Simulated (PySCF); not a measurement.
# Computed structure and properties of [TlBr2]+

System: [TlBr2]+ (singlet); start: template (C2v). Method: PySCF 2.14.0, RKS PBE0, Tl def2-SVP with ECP60, Br def2-SVP; non-relativistic Hamiltonian with scalar-relativistic core potentials where named; density fitting; no spin-orbit coupling.

Input of the relaxation:

```python
mol = gto.M(atom='''
Tl     0.00000     0.00000    -0.45448
Br     2.33440    -0.00000     0.59022
Br    -2.33440     0.00000     0.59022''',
    basis={'Tl': 'def2-SVP', 'Br': 'def2-SVP'},
    ecp={'Tl': 'def2-SVP'},
    charge=1, spin=0)
mf = dft.RKS(mol, xc='PBE0')
mf.grids.atom_grid = (50, 194)
mf = mf.density_fit()  # fitting sets: Tl def2-universal-JKFIT, Br def2-universal-JKFIT
mf.conv_tol = 1e-08; mf.max_cycle = 55
mf.kernel(dm0)  # dm0: converged density of the start geometry
# quasi-Newton relaxation in Cartesian coordinates to a largest gradient under 0.00045 Eh/bohr, steps kept in the point group
```

Run from Python with OMP_NUM_THREADS=2; the lines above give its settings. Where DIIS fails, smearing, a level shift and second-order steps follow.
It took 19 s on 2 threads of Arm Neoverse V1, with other jobs on the host, from the converged density of the start.

Course of the relaxation:

| step | energy above end (eV) | largest force component within the symmetry (eV/Å) |
| --- | --- | --- |
| 0 | 0.6485 | 1.541 |
| 1 | 0.3757 | 1.064 |
| 2 | 0.1137 | 0.576 |
| 3 | 0.0136 | 0.287 |
| 4 | 0.0013 | 0.053 |
| 5 | 0.0001 | 0.027 |
| 6 | 0.0000 | 0.001 |

Relaxed geometry (D∞h):

```xyz
3

Tl    0.0000    0.0000    0.2417
Br    2.4300    0.0000    0.2421
Br   -2.4300    0.0000    0.2421
```

```
     contact      Å
Tl1–Br2 (Br)  2.430
Tl1–Br3 (Br)  2.430
```

On the finer grid (75, 302):

The HOMO is -14.15 eV and the LUMO is -9.70 eV. The dipole about the centre of mass is 0.00 D. The set of Mulliken populations of Tl1 outside the core potential is s 3.40, p 6.73, d 10.09 and the D3(BJ) dispersion energy (not in the energies) is -0.077 eV.

| atom | Mulliken (e) | Löwdin (e) | spin (e) |
| --- | --- | --- | --- |
| Tl1 | 0.78 | 0.45 | 0.00 |
| Br2 | 0.11 | 0.28 | 0.00 |
| Br3 | 0.11 | 0.28 | 0.00 |

On the grid (50, 194), as all that follows. Harmonic modes: a minimum within the noise of the softest modes; lowest 55 cm⁻¹ (negative: unstable), highest 301 cm⁻¹, zero-point energy 0.039 eV.

Taking off one Br (charge -1, singlet; the rest: singlet) in vacuum, both parts rigid, costs 16.49 eV; the small basis without counterpoise inflates it. Most of it is the attraction of opposite charges; other ways to part are cheaper, and one spin state was tried for the rest.

Rigid scan of Br along the line from its metal:

```csv
distance to Br2 (Å),energy (eV)
2.13,1.011
2.23,0.386
2.33,0.082
2.43,0.000
2.53,0.060
2.63,0.216
2.83,0.668
3.13,1.426
3.53,2.268
4.03,2.946
```

One start shape was tried, so this needn't be the lowest isomer.
